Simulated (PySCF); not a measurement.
Method: PBE0-D3(BJ)/def2-TZVP // PBE-D3(BJ)/def2-SVP in PySCF 2.14.0. Isolated molecules, 0 K electronic values unless said otherwise. One relaxed conformer stands for a flexible species; it need not be the lowest. Excitations are Tamm–Dancoff values on a coarser integration grid. The basis has no diffuse functions, so Rydberg states are missing or too high.

Reference species (SMILES): `[F][GeH2][GeH2][F]` (F–Ge–Ge–F torsion 177°) (neutral, multiplicity 1).

| Item | Result |
|---|---|
| T1 excitation (TDA) | 5.13 eV |
| HOMO | -8.57 eV |

Changed species: `[F][GeH2][GeH2][GeH2][F]` (F–Ge–Ge–Ge torsion 178°, Ge–Ge–Ge–F torsion 178°) (n = 3; the reference has n = 2).

### Question
Give the shifts of the T1 excitation (TDA) and HOMO.

### Answer
the T1 excitation (TDA) falls by 0.12 eV, to 5.01 eV; the HOMO increases by 0.27 eV, to -8.30 eV.
